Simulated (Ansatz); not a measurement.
Molecule: sum formula MoOF$_{2}$ (charge 0, triplet). The spin state was set by rule; other spins were not relaxed. 
Structure (B3LYP-D3(BJ)/def2-TZVP (Ansatz, a program for electronic structure) minimum search):
```xyz
4

Mo     0.0627    -0.0208    -0.0149
O      1.6036    -0.5319    -0.3809
F     -0.7477    -0.4073     1.6394
F     -0.9704     0.9771    -1.2312
```
Charge 0, spin multiplicity 3.

Basis-set convergence of Hartree-Fock and MP2 correlation energies (hartree) with Ansatz. Valence correlation only, unless marked. Open shells are spin-unrestricted. Spin-orbit coupling is left out. The frozen core is the preceding noble-gas configuration, with the filled d and f shells of earlier blocks. In def2 rows, elements after Kr have scalar-relativistic effective core potentials.

The UHF reference is spin-contaminated (<S^2> 0.27 over the pure value in the largest basis). 

```
basis       functions       E(HF)  E(corr, MP2)
----------  ---------  ----------  ------------
def2-SVP           73  -341.13816      -0.71329
def2-TZVPP        149         ___           ___
```

Problem. What belongs in the gaps?

Solution. 
- def2-TZVPP, E(HF): -341.51883
- def2-TZVPP, E(corr, MP2): -0.92953
